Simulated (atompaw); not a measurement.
## Li (Z = 3) PAW (atompaw): all-electron and pseudo phase curves

lithium, PAW, made with atompaw 4.2.0.5 (PBE, scalar-relativistic). Core none, reference 1s2 2s1 2p0. Waves: 1s (bound); 2s (bound); 2p (bound, empty); 2p channel at 1.3 Ry; 3d channel at 0.4 Ry; 3d channel at 2 Ry. Local part: bessel scheme, radius 2.60 bohr. Core correction: none. Augmentation charge: besselshape compensation charge, radius 2.85 bohr; PAW radius 3.00 bohr; waves and projectors: bloechl.

The phase is arctan(r·u′/u) with u = r·R(r), unwrapped; energies in Ry, scanned from -6 to 5 Ry. A pole is an energy at which the radial function vanishes at the test radius. The pseudo phase is shifted by a multiple of π to meet the all-electron one at the reference energy, and phase errors are pseudo minus all-electron; the curves can meet again beyond the range given. Levels narrower than the energy grid can be missing from the lists of poles. n/a: not evaluated, since a narrow level or a reset projector energy made the automatic matching unsafe.

Q: For each channel, where are the poles, and over which energies does the pseudopotential scatter like the atom?

A:

```csv
channel,radius (bohr),reference energy (Ry),"poles, all-electron","poles, pseudo",unbroken range about the reference energy with phases within 0.05 rad,phase error 1 Ry above the reference energy (rad)
s,3.00,-0.21,1.01,1.10,n/a,n/a
p,3.00,-0.08,"0.94, 4.67","0.94, 4.84",the whole range,+0.000
d,3.00,0.40,2.73,"2.69, 3.48",below 3.0,-0.001
```

Phases in the d channel:

```tsv
E (Ry)	all-electron	pseudo
-6.00	1.438	1.438
-5.76	1.436	1.435
-5.52	1.433	1.432
-5.28	1.430	1.429
-5.04	1.427	1.426
-4.80	1.424	1.423
-4.56	1.420	1.419
-4.32	1.416	1.416
-4.08	1.412	1.412
-3.84	1.408	1.407
-3.60	1.403	1.402
-3.36	1.398	1.397
-3.12	1.392	1.391
-2.88	1.386	1.385
-2.64	1.379	1.378
-2.40	1.371	1.370
-2.16	1.362	1.361
-1.92	1.351	1.351
-1.68	1.340	1.339
-1.44	1.326	1.325
-1.20	1.310	1.309
-0.96	1.290	1.289
-0.72	1.265	1.264
-0.48	1.233	1.233
-0.24	1.191	1.191
0.00	1.132	1.132
0.24	1.043	1.043
0.48	0.896	0.896
0.72	0.621	0.621
0.96	0.088	0.086
1.20	-0.593	-0.595
1.44	-1.023	-1.024
1.68	-1.244	-1.244
1.92	-1.369	-1.369
2.16	-1.450	-1.450
2.40	-1.508	-1.510
2.64	-1.554	-1.560
2.88	-1.594	-1.615
3.12	-1.631	-1.775
3.36	-1.669	-4.651
3.60	-1.710	-4.743
3.84	-1.760	-4.783
4.08	-1.829	-4.815
4.32	-1.935	-4.846
4.56	-2.136	-4.878
4.80	-2.612	-4.915
```
